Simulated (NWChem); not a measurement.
All runs are NWChem calculations. System: H2BO3, charge 0, spin multiplicity 2, at a geometry optimised with UPBE0/def2-SVP. The structure started from a generated list of species. Its SCF solution wasn't tested for a lower state. Level: UHF/def2-TZVP.

Input file:

```
start mol
memory heap 200 mb stack 900 mb global 1100 mb
geometry units angstroms nocenter noautoz
  O      0.000000     0.000000    -1.426709
  B      0.000000     0.000000    -0.053960
  O      1.222582     0.034983     0.543954
  O     -1.222582    -0.034983     0.543954
  H      1.208933     0.198211     1.490105
  H     -1.208933    -0.198211     1.490105
  symmetry group C2
end
basis spherical
  * library def2-tzvp
end
scf
  uhf
  nopen 1
  maxiter 100
  thresh 1e-7
  semidirect memsize 60000000 filesize 0
  # guess.movecs holds the orbitals of an unrestricted PBE0 run
  vectors input guess.movecs output mol.movecs
end
task scf energy
```

Output (cleaned and shortened):

```
             Northwest Computational Chemistry Package (NWChem) 7.3.0
             --------------------------------------------------------

                                NWChem Input Module
                                -------------------

 Scaling coordinates for geometry "geometry" by  1.889725989
 (inverse scale =  0.529177249)

 Turning off AUTOSYM since
 SYMMETRY directive was detected!

                             Geometry "geometry" -> ""
                             -------------------------

 Output coordinates in angstroms (scale by  1.889725989 to convert to a.u.)

  No.       Tag          Charge          X              Y              Z
 ---- ---------------- ---------- -------------- -------------- --------------
    1 O                    8.0000     0.00000000     0.00000000    -1.42670900
    2 B                    5.0000     0.00000000     0.00000000    -0.05396000
    3 O                    8.0000     1.22258200     0.03498300     0.54395400
    4 O                    8.0000    -1.22258200    -0.03498300     0.54395400
    5 H                    1.0000     1.20893300     0.19821100     1.49010500
    6 H                    1.0000    -1.20893300    -0.19821100     1.49010500

 Effective nuclear repulsion energy (a.u.)     107.1912885412

            Nuclear Dipole moment (a.u.)
            ----------------------------
        X                 Y               Z
 ---------------- ---------------- ----------------
     0.0000000000     0.0000000000     0.0000037795

      Symmetry information
      --------------------

 Group name             C2
 Group number              4
 Group order               2
 No. of unique centers     4

      Symmetry unique atoms

     1    2    3    5


 Summary of "ao basis" -> "" (spherical)
 ------------------------------------------------------------------------------
       Tag                 Description            Shells   Functions and Types
 ---------------- ------------------------------  ------  ---------------------
 *                         def2-tzvp                  on all atoms

 Summary of "ao basis" -> "ao basis" (spherical)
 ------------------------------------------------------------------------------
       Tag                 Description            Shells   Functions and Types
 ---------------- ------------------------------  ------  ---------------------
 O                         def2-tzvp                11       31   5s3p2d1f
 B                         def2-tzvp                11       31   5s3p2d1f
 H                         def2-tzvp                 4        6   3s1p

                                 NWChem SCF Module
                                 -----------------

  ao basis        = "ao basis"
  functions       =   136
  atoms           =     6
  alpha electrons =    16
  beta  electrons =    15
  charge          =   0.00
  wavefunction    = UHF
  use symmetry    = T
  symmetry adapt  = T

 Summary of "ao basis" -> "ao basis" (spherical)
 ------------------------------------------------------------------------------
       Tag                 Description            Shells   Functions and Types
 ---------------- ------------------------------  ------  ---------------------
 O                         def2-tzvp                11       31   5s3p2d1f
 B                         def2-tzvp                11       31   5s3p2d1f
 H                         def2-tzvp                 4        6   3s1p

      Symmetry analysis of basis
      --------------------------

        a          71
        b          65

 Forming initial guess at       0.0s

   Symmetry analysis of molecular orbitals - initial alpha
   -------------------------------------------------------

  Numbering of irreducible representations:

     1 a           2 b

  Orbital symmetries:

     1 a           2 b           3 a           4 a           5 a
     6 b           7 a           8 a           9 b          10 a
    11 b          12 a          13 b          14 b          15 a
    16 b          17 a          18 b          19 b          20 a
    21 b          22 b          23 a          24 a          25 a
    26 b

   Symmetry analysis of molecular orbitals - initial beta
   ------------------------------------------------------

  Numbering of irreducible representations:

     1 a           2 b

  Orbital symmetries:

     1 a           2 b           3 a           4 a           5 a
     6 b           7 a           8 a           9 b          10 a
    11 b          12 a          13 b          14 a          15 b
    16 b          17 a          18 b          19 b          20 a
    21 b          22 b          23 a          24 a          25 a
    26 b

 Starting SCF solution at       0.0s

 ----------------------------------------------
         Quadratically convergent UHF

 Convergence threshold     :          1.000E-07
 Maximum no. of iterations :          100
 Integral*density screening:          1.000E-09
 ----------------------------------------------

              iter       energy          gnorm     gmax       time
             ----- ------------------- --------- --------- --------
                 1     -250.6387055281  6.44D-01  1.08D-01      1.0
                 2     -250.6606602049  8.79D-02  1.52D-02      1.2
                 3     -250.6617954008  6.79D-03  1.54D-03      1.6
                 4     -250.6618406520  6.70D-04  2.07D-04      2.9
  ga_iter_lsolve: convergence stagnant ... aborting solve
                 5     -250.6618406905  3.57D-06  2.27D-06      3.9
                 6     -250.6618406907  7.18D-09  1.11D-09      5.3

       Final UHF  results
[...]
 Vector   15  Occ=1.000000D+00  E=-5.371111D-01  Symmetry=b
              MO Center=  1.4D-13,  8.7D-15, -5.2D-01, r^2= 2.2D+00
   Bfn.  Coefficient  Atom+Function         Bfn.  Coefficient  Atom+Function
  ----- ------------  ---------------      ----- ------------  ---------------
     7      0.361244  1 O  py                10      0.326162  1 O  py
    69     -0.200424  3 O  py               100     -0.200424  4 O  py
    13      0.190825  1 O  py                72     -0.183736  3 O  py
   103     -0.183736  4 O  py

 Vector   16  Occ=1.000000D+00  E=-5.310604D-01  Symmetry=a
              MO Center= -1.3D-13, -4.2D-15,  5.4D-01, r^2= 2.1D+00
   Bfn.  Coefficient  Atom+Function         Bfn.  Coefficient  Atom+Function
  ----- ------------  ---------------      ----- ------------  ---------------
    69      0.321132  3 O  py               100     -0.321132  4 O  py
    72      0.295232  3 O  py               103     -0.295232  4 O  py
    75      0.205263  3 O  py               106     -0.205263  4 O  py

 Vector   17  Occ=0.000000D+00  E= 9.395388D-02  Symmetry=a
              MO Center= -2.5D-14, -7.9D-15,  1.5D+00, r^2= 4.9D+00
   Bfn.  Coefficient  Atom+Function         Bfn.  Coefficient  Atom+Function
  ----- ------------  ---------------      ----- ------------  ---------------
    35      1.494458  2 B  s                 36     -1.076666  2 B  s
   127     -0.736654  5 H  s                133     -0.736654  6 H  s
    67      0.413702  3 O  s                 98      0.413702  4 O  s
    76      0.330793  3 O  pz               107      0.330793  4 O  pz
    34     -0.242452  2 B  s                 45     -0.193265  2 B  pz

 Vector   18  Occ=0.000000D+00  E= 1.659985D-01  Symmetry=b
              MO Center=  2.6D-14,  3.8D-14,  1.1D+00, r^2= 7.0D+00
   Bfn.  Coefficient  Atom+Function         Bfn.  Coefficient  Atom+Function
  ----- ------------  ---------------      ----- ------------  ---------------
    67      1.052132  3 O  s                 98     -1.052132  4 O  s
   127     -1.047570  5 H  s                133      1.047570  6 H  s
    44     -0.822613  2 B  py                43     -0.382956  2 B  px
    40     -0.248698  2 B  px                76      0.214149  3 O  pz
   107     -0.214149  4 O  pz                75      0.208989  3 O  py

 Vector   19  Occ=0.000000D+00  E= 1.694491D-01  Symmetry=a
              MO Center= -8.5D-16,  1.1D-14, -2.6D-01, r^2= 7.5D+00
   Bfn.  Coefficient  Atom+Function         Bfn.  Coefficient  Atom+Function
  ----- ------------  ---------------      ----- ------------  ---------------
    36      2.526469  2 B  s                  5     -1.235678  1 O  s
   127     -0.976775  5 H  s                133     -0.976775  6 H  s
    76      0.508218  3 O  pz               107      0.508218  4 O  pz
    45     -0.412356  2 B  pz                 4      0.199387  1 O  s
    42     -0.189369  2 B  pz                14     -0.167728  1 O  pz

                     UHF Final Beta Molecular Orbital Analysis
                     -----------------------------------------

 Vector   13  Occ=1.000000D+00  E=-5.544395D-01  Symmetry=b
              MO Center= -7.1D-15,  3.0D-16,  4.9D-01, r^2= 2.4D+00
   Bfn.  Coefficient  Atom+Function         Bfn.  Coefficient  Atom+Function
  ----- ------------  ---------------      ----- ------------  ---------------
    68      0.294634  3 O  px                99      0.294634  4 O  px
    71      0.265160  3 O  px               102      0.265160  4 O  px
    74      0.162403  3 O  px               105      0.162403  4 O  px

 Vector   14  Occ=1.000000D+00  E=-5.299926D-01  Symmetry=a
              MO Center= -1.4D-14, -8.9D-16,  5.2D-01, r^2= 2.1D+00
   Bfn.  Coefficient  Atom+Function         Bfn.  Coefficient  Atom+Function
  ----- ------------  ---------------      ----- ------------  ---------------
    69      0.318483  3 O  py               100     -0.318483  4 O  py
    72      0.292862  3 O  py               103     -0.292862  4 O  py
    75      0.204578  3 O  py               106     -0.204578  4 O  py

 Vector   15  Occ=1.000000D+00  E=-4.999834D-01  Symmetry=b
              MO Center=  1.4D-14,  8.5D-15, -9.3D-01, r^2= 1.7D+00
   Bfn.  Coefficient  Atom+Function         Bfn.  Coefficient  Atom+Function
  ----- ------------  ---------------      ----- ------------  ---------------
     7      0.404651  1 O  py                10      0.367244  1 O  py
    13      0.240035  1 O  py                69     -0.156626  3 O  py
   100     -0.156626  4 O  py

 Vector   16  Occ=0.000000D+00  E= 8.259877D-02  Symmetry=b
              MO Center= -2.0D-13, -7.1D-15, -1.0D+00, r^2= 2.8D+00
   Bfn.  Coefficient  Atom+Function         Bfn.  Coefficient  Atom+Function
  ----- ------------  ---------------      ----- ------------  ---------------
    43      0.549696  2 B  px                67     -0.519626  3 O  s
    98      0.519626  4 O  s                 12      0.345077  1 O  px
     6      0.299204  1 O  px                 9      0.266655  1 O  px
   127      0.165015  5 H  s                133     -0.165015  6 H  s

 Vector   17  Occ=0.000000D+00  E= 9.462106D-02  Symmetry=a
              MO Center= -8.0D-15, -1.5D-15,  1.6D+00, r^2= 4.8D+00
   Bfn.  Coefficient  Atom+Function         Bfn.  Coefficient  Atom+Function
  ----- ------------  ---------------      ----- ------------  ---------------
    35      1.508085  2 B  s                 36     -1.066918  2 B  s
   127     -0.738672  5 H  s                133     -0.738672  6 H  s
    67      0.410629  3 O  s                 98      0.410629  4 O  s
    76      0.336169  3 O  pz               107      0.336169  4 O  pz
    34     -0.240730  2 B  s                 45     -0.208814  2 B  pz

 Vector   18  Occ=0.000000D+00  E= 1.715644D-01  Symmetry=a
              MO Center=  6.8D-15,  9.5D-16, -2.1D-01, r^2= 7.5D+00
   Bfn.  Coefficient  Atom+Function         Bfn.  Coefficient  Atom+Function
  ----- ------------  ---------------      ----- ------------  ---------------
    36      2.617408  2 B  s                  5     -1.221614  1 O  s
   127     -1.024264  5 H  s                133     -1.024264  6 H  s
    76      0.512781  3 O  pz               107      0.512781  4 O  pz
    45     -0.336272  2 B  pz                 4      0.205658  1 O  s
    42     -0.182161  2 B  pz                14     -0.155598  1 O  pz

 center of mass
 --------------
 x =   0.00000000 y =   0.00000000 z =  -0.09322067

 moments of inertia (a.u.)
 ------------------
         166.056132316088          -6.610715370671           0.000000000000
          -6.610715370671         346.905438799726           0.000000000000
           0.000000000000           0.000000000000         181.694502577111

  Mulliken analysis of the total density
  --------------------------------------

    Atom       Charge   Shell Charges
 -----------   ------   -------------------------------------------------------
    1 O    8     8.24   0.79  1.18  0.60  0.97  0.33  1.78  1.87  0.68  0.00  0.02  0.00
    2 B    5     4.37   0.91  1.07  0.46  0.14  0.00  0.92  0.39  0.05  0.14  0.22  0.06
    3 O    8     8.54   0.79  1.18  0.56  0.93  0.29  1.88  2.06  0.82  0.00  0.02  0.00
    4 O    8     8.54   0.79  1.18  0.56  0.93  0.29  1.88  2.06  0.82  0.00  0.02  0.00
    5 H    1     0.66   0.24  0.33  0.03  0.05
    6 H    1     0.66   0.24  0.33  0.03  0.05

  Mulliken analysis of the alpha density
  --------------------------------------

    Atom       Charge   Shell Charges
 -----------   ------   -------------------------------------------------------
    1 O    8     4.64   0.40  0.59  0.31  0.50  0.17  1.12  1.16  0.39  0.00  0.01  0.00
    2 B    5     2.16   0.46  0.53  0.22  0.08  0.00  0.45  0.18  0.02  0.08  0.11  0.03
    3 O    8     4.27   0.40  0.59  0.28  0.47  0.15  0.94  1.03  0.41  0.00  0.01  0.00
    4 O    8     4.27   0.40  0.59  0.28  0.47  0.15  0.94  1.03  0.41  0.00  0.01  0.00
    5 H    1     0.33   0.12  0.17  0.02  0.02
    6 H    1     0.33   0.12  0.17  0.02  0.02

   Mulliken analysis of the beta density
   -------------------------------------

    Atom       Charge   Shell Charges
 -----------   ------   -------------------------------------------------------
    1 O    8     3.60   0.40  0.59  0.29  0.48  0.16  0.66  0.71  0.30  0.00  0.01  0.00
    2 B    5     2.21   0.46  0.53  0.24  0.07  0.00  0.47  0.21  0.03  0.07  0.11  0.03
    3 O    8     4.27   0.40  0.59  0.28  0.46  0.15  0.94  1.03  0.41  0.00  0.01  0.00
    4 O    8     4.27   0.40  0.59  0.28  0.46  0.15  0.94  1.03  0.41  0.00  0.01  0.00
    5 H    1     0.33   0.12  0.16  0.02  0.02
    6 H    1     0.33   0.12  0.16  0.02  0.02

   Mulliken analysis of the spin density
   -------------------------------------

    Atom       Charge   Shell Charges
 -----------   ------   -------------------------------------------------------
    1 O    8     1.04   0.00 -0.00  0.02  0.02  0.01  0.45  0.44  0.09 -0.00  0.00 -0.00
    2 B    5    -0.05  -0.00  0.00 -0.01  0.01  0.00 -0.02 -0.04 -0.00  0.01  0.00  0.00
    3 O    8     0.01   0.00 -0.00  0.00  0.00 -0.00  0.00  0.00 -0.00  0.00  0.00 -0.00
    4 O    8     0.01   0.00 -0.00  0.00  0.00 -0.00  0.00  0.00 -0.00  0.00  0.00 -0.00
    5 H    1     0.00   0.00  0.00  0.00 -0.00
    6 H    1     0.00   0.00  0.00  0.00 -0.00

       Multipole analysis of the density wrt the origin
       ------------------------------------------------

     L   x y z        total         alpha         beta         nuclear
     -   - - -        -----         -----         ----         -------
     0   0 0 0     -0.000000    -16.000000    -15.000000     31.000000

     1   1 0 0      0.000000     -0.000000      0.000000      0.000000
     1   0 1 0      0.000000      0.000000     -0.000000      0.000000
     1   0 0 1      1.588656      2.103788     -0.515136      0.000004

     2   2 0 0    -18.884061    -57.952758    -56.772763     95.841459
     2   1 1 0      0.556295     -1.841783     -1.757074      4.155151
     2   1 0 1     -0.000000      0.000000     -0.000000      0.000000
     2   0 2 0    -16.317434     -8.427355     -8.240601      0.350522
     2   0 1 1      0.000000      0.000000      0.000000      0.000000
     2   0 0 2    -13.273413    -55.794119    -48.446973     90.967678

 Task  times  cpu:        5.3s     wall:        5.3s

 Total times  cpu:        5.3s     wall:        5.3s
```
